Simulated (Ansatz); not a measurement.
Geometry optimisation, Ansatz, UKS B3LYP-D4/STO-3G.

The input (input.yaml):

```yaml
crystal:
  periodic: [false, false, false]
  atoms:
    - { symbol: F, position_ang: [1.3457, -1.3153, -1.2957] }
    - { symbol: B, position_ang: [0.476, -0.386, -0.5146] }
    - { symbol: Al, position_ang: [0.3937, 1.6367, -0.9536] }
    - { symbol: Si, position_ang: [-0.4976, -1.0744, 0.9528] }
    - { symbol: H, position_ang: [0.09774, 0.1571, -1.47941] }
    - { symbol: H, position_ang: [-0.4804, 2.6249, -0.0583] }
    - { symbol: H, position_ang: [-1.9677, -0.8013, 0.7189] }
    - { symbol: H, position_ang: [-0.3279, -2.5205, 1.05] }
    - { symbol: H, position_ang: [-0.1458, -0.4226, 2.2504] }
magnetization:
  spin_polarized: true
basis:
  gaussian: { orbitals: STO-3G }
hamiltonian:
  xc: b3lyp
  dispersion: d4
relax:
  f_tol: 0.02
  max_steps: 50
```

Launched with:

```bash
$ ansatz run input.yaml --threads 1 --pin off --max-ram 2048MiB --backend cpu --events-out ev --progress --plain --runs-dir out
```

Q: Where does it end, and by what steps?

A: The forces met the threshold. Limits of this set-up: minimal basis. After 19 steps the energy has fallen by 3.323 eV; H7 moved furthest, 0.95 Å. Parted: Al3–H5.

```
step  energy less start (eV)  largest force component (eV/Å)  accepted
   0                  0.0000                           4.457       yes
   1                 -1.9376                           3.373       yes
   2                 -2.8584                           1.367       yes
   3                 -3.1515                           0.809       yes
   4                 -3.2283                           0.517       yes
   5                 -3.2582                           0.145       yes
   6                 -3.2683                           0.236       yes
   7                 -3.2781                           0.166       yes
   8                 -3.2881                           0.293       yes
   9                 -3.2957                           0.313       yes
  10                 -3.3020                           0.264       yes
  11                 -3.3052                           0.252       yes
  12                 -3.3122                           0.130       yes
  13                 -3.3133                           0.265       yes
  14                 -3.3186                           0.127       yes
  15                 -3.3202                           0.086       yes
  16                 -3.3212                           0.060       yes
  17                 -3.3222                           0.041       yes
  18                 -3.3226                           0.033       yes
  19                 -3.3226                           0.015       yes
```

```xyz
9
Properties=species:S:1:pos:R:3
F 1.841 -0.956 -0.932
B 0.597 -0.436 -0.748
Al 0.226 1.579 -0.507
Si -0.449 -1.004 0.893
H -0.128 -0.438 -1.706
H -0.912 2.601 -0.383
H -1.542 -0.094 1.192
H -1.071 -2.304 0.749
H 0.331 -1.049 2.111
```

Whether the end is a true minimum wasn't checked by a vibrational analysis.

Time of the run: 65 s on 1 thread of Arm Neoverse V1, with other jobs on the host, peak memory 0.16 GiB.
